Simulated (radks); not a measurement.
The numbers below are computed, except where a source is named.
Ir4+, configuration [Xe] 4f14 5d5.

Level of theory: non-relativistic Kohn-Sham, PBE, spin-polarised, spherical densities, point nucleus; open shells are filled with parallel spins first (spin-orbit coupling, left out, can overturn this in heavy ions); relativity is left out, which matters for an element this heavy (a radial shooting solver on a logarithmic mesh with Libxc functionals).

Energy parts (eV):
part                       energy
total                  -457322.74
kinetic                 457211.73
electron-nucleus      -1085648.99
Hartree                 179990.63
exchange-correlation     -8876.12

Orbitals (lengths in bohr, moments of r in powers of bohr; r(max) is where P^2 peaks):
\begin{tabular}{lrrr}
orbital & occ. & eigenvalue (eV) & r(max) \\ \hline
1s up & 1 & -69315.75 & 0.01305 \\
1s down & 1 & -69315.76 & 0.01305 \\
2s up & 1 & -11540.83 & 0.07100 \\
2s down & 1 & -11540.40 & 0.07100 \\
2p up & 3 & -11084.52 & 0.05509 \\
2p down & 3 & -11084.20 & 0.05509 \\
3s up & 1 & -2712.656 & 0.1944 \\
3s down & 1 & -2712.498 & 0.1944 \\
3p up & 3 & -2499.006 & 0.1830 \\
3p down & 3 & -2498.842 & 0.1830 \\
3d up & 5 & -2100.643 & 0.1440 \\
3d down & 5 & -2100.359 & 0.1440 \\
4s up & 1 & -599.9022 & 0.4351 \\
4s down & 1 & -599.5805 & 0.4352 \\
4p up & 3 & -508.8706 & 0.4349 \\
4p down & 3 & -508.5264 & 0.4350 \\
4d up & 5 & -342.1040 & 0.4289 \\
4d down & 5 & -341.6814 & 0.4290 \\
4f up & 7 & -120.7776 & 0.3892 \\
4f down & 7 & -120.1538 & 0.3892 \\
5s up & 1 & -125.9256 & 0.9785 \\
5s down & 1 & -122.4284 & 0.9723 \\
5p up & 3 & -97.6725 & 1.041 \\
5p down & 3 & -93.8611 & 1.033 \\
5d up & 5 & -53.2299 & 1.242 \\
5d down & 0 & -49.1166 & 1.233 \\
\end{tabular}

The highest occupied level is 5d up at -53.230 eV. The electron density at the nucleus is 3.273e+05 e/bohr^3.
